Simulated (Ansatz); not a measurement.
Relaxation of CH7BFN (11 atoms, charge 0, multiplicity 1), to a largest force component of 0.03 eV/Å in at most 50 steps.

Theory: RKS PBE/6-31G* in Ansatz.

```xyz
11
Properties=species:S:1:pos:R:3
B 0.059 0.433 -0.262
F -0.512 0.816 0.885
H 1.266 0.482 -0.335
H -0.668 0.201 -1.200
N -0.112 -1.946 1.074
H -0.786 -2.697 0.893
C 1.024 -2.430 1.866
H 1.571 -3.195 1.290
H 1.717 -1.589 2.039
H 0.763 -2.868 2.853
H -0.619 -1.190 1.579
```

**Question.** Where does it end, and by what steps?

**Answer.** The run converged. The force dipped under the threshold on the way, but the program's further checks kept it going. After 17 steps the energy has fallen by 0.950 eV; H3 moved furthest, 1.13 Å. Joined: B1–N5 (2.73 → 1.67 Å).

```csv
step,energy less start (eV),largest force component (eV/Å),accepted
0,0.0000,0.783,yes
1,-0.0526,1.110,yes
2,-0.3422,0.799,yes
3,-0.6228,0.795,yes
4,-0.7929,0.756,yes
5,-0.8274,0.428,yes
6,-0.8569,0.230,yes
7,-0.8646,0.080,yes
8,-0.8732,0.104,yes
9,-0.8823,0.225,yes
10,-0.8978,0.459,yes
11,-0.9178,0.387,yes
12,-0.9458,0.064,yes
13,-0.9401,0.186,no
14,-0.9484,0.047,yes
15,-0.9473,0.128,no
16,-0.9497,0.022,yes
17,-0.9503,0.020,yes
```

```xyz
11
Properties=species:S:1:pos:R:3
B 0.115 -0.244 0.072
F 0.433 0.722 1.043
H 1.051 -0.582 -0.649
H -0.953 -0.060 -0.508
N -0.191 -1.622 0.974
H -0.472 -2.378 0.336
C 0.962 -2.039 1.815
H 1.795 -2.290 1.142
H 1.250 -1.168 2.420
H 0.717 -2.898 2.461
H -1.004 -1.425 1.576
```

Whether the end is a true minimum wasn't checked by a vibrational analysis.

Run time: 54 s on 1 thread of Arm Neoverse V1, on a shared host, peak memory 0.15 GiB.
